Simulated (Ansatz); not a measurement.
The same path of AlF₄GeH₃O (10 atoms, charge 0, multiplicity 1) was run twice with different band settings. Lost on the way: Ge1–F2, F5–Al7, O6–H10. Made: F2–H10.

The calculation used Ansatz, RKS PBE-D4/def2-SVP.

Relaxed end points:

```xyz
10
Properties=species:S:1:pos:R:3
Ge -0.240 0.194 0.238
F 0.431 0.708 1.771
F 0.944 -0.961 -0.258
F -0.323 1.702 -0.598
F -1.426 -0.558 -1.236
O -1.788 -0.434 1.080
Al -2.893 -1.148 -0.330
H -2.913 -2.733 -0.229
H -4.138 -0.189 -0.555
H -1.791 -0.319 2.049
```

```xyz
10
Properties=species:S:1:pos:R:3
Ge -0.269 -0.084 -0.289
F -0.393 0.816 2.086
F 1.032 -0.959 0.428
F 0.092 1.580 -0.563
F -0.414 -0.760 -1.883
O -1.847 -0.364 0.467
Al -3.305 -1.242 0.029
H -3.339 -2.090 -1.313
H -4.453 -1.073 1.112
H -1.243 0.437 1.859
```

Common settings: movable images 9; climbing image yes; spring 5.0 eV/Å²; optimiser quadratic models (default); force threshold 0.03 eV/Å; iteration limit 60; end points relaxed.

| run | start path |
| --- | --- |
| 1 | through a guess of the saddle point |
| 2 | straight line |

Question: What does each run give, and how far can it be trusted?

Answer: Run 1: converged after 30 iterations, highest image 1.393 eV above the first end. A vibrational analysis at the climbing image gives one clearly imaginary mode, 76i cm⁻¹: a first-order saddle point.
Run 2: converged after 25 iterations, highest image 1.393 eV above the first end. Another band between the same ends (9 images) ends at a top of the same energy, where a vibrational analysis finds 1 clearly imaginary mode.
The orbitals stay closed-shell, which can raise the energy where a bond breaks towards radicals; this wasn't checked here.
